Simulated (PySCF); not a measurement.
C₅H₉NSi.
Geometry (PBE0-D3(BJ)/def2-SVP, Å), atoms numbered from 1 in this order:
```
atom  x, y, z in Å
N1    -3.153    1.763    0.403
C2    -2.502    0.831    0.185
C3    -1.647   -0.315   -0.094
C4    -0.198    0.088   -0.377
C5     0.555    0.799    0.779
Si6    2.129   -0.025    0.115
C7     0.766   -1.092   -0.666
H8    -2.067   -0.867   -0.951
H9    -1.684   -0.997    0.773
H10   -0.197    0.760   -1.252
H11    0.432    1.888    0.842
H12    0.276    0.360    1.753
H13    2.879    0.808   -0.873
H14    3.097   -0.650    1.067
H15    0.538   -1.950   -0.010
H16    0.808   -1.448   -1.704
```

Computed, not measured: PBE0-D3(BJ)/def2-SVP geometry optimisation, gas phase (PySCF 2.14.0).

Take the most abundant isotopes and a rigid rotor. The values belong to one conformer with, in the numbering `[N:1]#[C:2][CH2:3][CH:4]1[CH2:5][SiH2:6][CH2:7]1`, C2–C3–C4–C5 62°, C3–C4–C5–Si6 148°, C4–C5–Si6–C7 -19°, C5–Si6–C7–C4 19°, C3–C4–C7–Si6 -149°.

Question: What are A, B and C (cm⁻¹)?

Answer: Ia = 83.66, Ib = 449.94, Ic = 506.23 u·Å²; 505379 MHz·u·Å²/I gives 6041, 1123 and 998.3 MHz, that is A = 0.20151, B = 0.03747, C = 0.03330 cm⁻¹.

Question: Classify the top.

Answer: A near-prolate asymmetric top: κ = (2 × 1123 − 6041 − 998.3)/(6041 − 998.3) = -0.95.

Question: Is it planar, by Δ = Ic − Ia − Ib?

Answer: Not planar: Δ = Ic − Ia − Ib = -27.37 u·Å². For a rigid frame Δ = −2 Σ m c², so Σ m c² = 13.68 u·Å² lies off the ab plane: 10.21 from hydrogen and 3.47 from heavier atoms. The atom farthest from that plane is 1.39 Å away.

Question: Give the other two planar moments, Paa and Pbb, and the rms extents of the mass along the axes.

Answer: Paa = Σ m a² = (Ib + Ic − Ia)/2 = 436.26 and Pbb = Σ m b² = (Ia + Ic − Ib)/2 = 69.97 u·Å². With the mass M = 111.05 u, the rms extents √(P/M) along a, b and c are 1.98, 0.79, 0.35 Å.

Question: List the rotational levels J(Ka,Kc) to J = 3 (MHz).

Answer: Above 0(0,0):
J = 1: 1(0,1) 2122, 1(1,1) 7039, 1(1,0) 7164
J = 2: 2(0,2) 6362, 2(1,2) 11158, 2(1,1) 11532, 2(2,1) 26286, 2(2,0) 26288
J = 3: 3(0,3) 12717, 3(1,3) 17333, 3(1,2) 18083, 3(2,2) 32650, 3(2,1) 32662, 3(3,1) 57553, 3(3,0) 57553
The levels of one J sum to (2J + 1)J(J + 1)(A + B + C)/3.

Question: Predict some low-J microwave lines.

Answer: The dipole components are |μa| = 3.06 D, |μb| = 2.14 D, |μc| = 0.67 D. Intensities carry the squares of the components, which stand as 1.00 : 0.49 : 0.05 (a : b : c). Some lines, for components of 0.1 D or more:

| type | branch | J(Ka,Kc) | MHz | lower level (cm⁻¹) |
| --- | --- | --- | --- | --- |
| a | R | 1(0,1) ← 0(0,0) | 2122 | 0.000 |
| c | Q | 5(1,5) ← 5(0,5) | 4109 | 1.059 |
| c | Q | 4(1,4) ← 4(0,4) | 4385 | 0.706 |
| c | Q | 1(1,1) ← 1(0,1) | 4918 | 0.071 |
| a | R | 3(1,3) ← 2(1,2) | 6176 | 0.372 |
| b | R | 5(0,5) ← 4(1,4) | 6176 | 0.853 |
| a | R | 3(0,3) ← 2(0,2) | 6355 | 0.212 |
| a | R | 3(2,2) ← 2(2,1) | 6365 | 0.877 |
| b | R | 1(1,1) ← 0(0,0) | 7039 | 0.000 |
| a | R | 4(1,4) ← 3(1,3) | 8232 | 0.578 |
| a | R | 4(2,2) ← 3(2,1) | 8508 | 1.089 |
| a | R | 5(2,4) ← 4(2,3) | 10602 | 1.372 |
| a | R | 5(1,4) ← 4(1,3) | 10909 | 0.894 |
| b | Q | 5(2,3) ← 5(1,4) | 14096 | 1.258 |
| b | Q | 4(2,2) ← 4(1,3) | 14356 | 0.894 |
| c | Q | 3(2,2) ← 3(1,2) | 14568 | 0.603 |
| b | Q | 3(2,2) ← 3(1,3) | 15317 | 0.578 |
| c | R | 5(1,4) ← 4(0,4) | 16543 | 0.706 |
| b | R | 3(2,2) ← 2(1,1) | 21118 | 0.385 |
| c | R | 3(2,1) ← 2(1,1) | 21130 | 0.385 |
| b | R | 4(2,3) ← 3(1,2) | 23052 | 0.603 |
| b | Q | 3(3,0) ← 3(2,1) | 24891 | 1.089 |
| c | R | 4(3,1) ← 3(2,1) | 33382 | 1.089 |
| b | R | 5(5,0) ← 4(4,1) | 55431 | 3.366 |

Question: Estimate the classical rotational partition function at 10 K, 50 K and 500 K.

Answer: Point group C1, symmetry number σ = 1; q = (√π/σ)·√((kT/h)³/(ABC)), k/h = 20836.6 MHz/K: 2050 at 10 K, 22900 at 50 K, 724000 at 500 K.

PBE0-D3(BJ)/def2-SVP frequencies: not computed here. Zero-point vibration and centrifugal distortion are left out. Quadrupole hyperfine structure (14N) is left out.
